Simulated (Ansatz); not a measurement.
Gas-phase electronic energies from Ansatz, PBE0-D4/def2-TZVP geometries. CCSD(T)/CBS adds triple-zeta CCSD(T) − MP2 to the extrapolated MP2 energy (def2 sets, frozen cores). Functionals use def2-TZVPP. B3LYP here is the variant with VWN-RPA as its local correlation; programs differ in this. For Ge outer-core shells are correlated without core-valence functions, which leaves a few kJ/mol of doubt a bond. Scalar relativity is left out up to krypton. Each species was taken in one conformer, which may not be the lowest.

`CN[CH2][GeH3]` + `[OH][GeH]([OH])[OH]` → `C[O][GeH]([OH])[OH]` + `N[CH2][GeH3]`  (substitution at a C–N bond)

```csv
level,ΔE (eV)
r2SCAN-D4,0.32
B3LYP-D4,0.29
r2SCAN,0.32
PBE0,0.33
CCSD/def2-TZVPP,0.32
CCSD(T)/def2-TZVPP,0.32
MP2/def2-QZVPP,0.38
CCSD/CBS(def2),0.33
```

(1) What does CCSD(T)/CBS give? (An estimate is asked.)

Largest T1 diagnostic among the species: 0.012.

## Answers

(1) The calculation gave: +0.34 eV. The listed levels differ from it by -0.02, -0.05, -0.02, -0.01, -0.02, -0.02, 0.04, -0.01 eV.

In def2-TZVPP, CCSD(T) changes the Hartree–Fock value by +0.07 eV (the triples alone add +0.01 eV) and MP2 by +0.11 eV.
